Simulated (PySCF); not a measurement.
## Cl²⁺ (chlorine, charge +2) across methods

[Ne] 3s1 3p3 3d1, high-spin 6D determinant (an excited configuration). Computed with PySCF 2.14 in dyall-acv3z (19s12p6d4f, 113 functions), with scalar relativity by spin-free X2C-1e.

| method | E (hartree) | mean ε 3s α (eV) | mean ε 3p α (eV) | mean ε 3d α (eV) | Σ⟨r²⟩ (bohr²) | ⟨S²⟩ |
| --- | --- | --- | --- | --- | --- | --- |
| BHandHLYP | -459.2669 | -54.921 | -39.135 | -19.511 | 17.05 | 8.750 |
| UHF | -458.76027 | -61.161 | -43.174 | -22.307 | 17.05 | 8.750 |
| PBE | -459.0899 | -48.998 | -35.437 | -17.063 | 17.13 | 8.750 |
| LDA | -457.7424 | -48.800 | -35.399 | -16.974 | 17.20 | 8.750 |
| PBE0 | -459.1300 | -52.201 | -37.515 | -18.442 | 17.06 | 8.750 |
| PBEsol | -458.4014 | -48.880 | -35.368 | -16.950 | 17.14 | 8.750 |
| r2SCAN | -459.2697 | -50.462 | -36.192 | -17.189 | 17.04 | 8.750 |
| HSE06 | -459.1486 | -51.774 | -37.089 | -18.028 | 17.07 | 8.750 |

The outer electron is Rydberg-like, and this basis confines it to a smaller radius and binds it less than a complete one would.
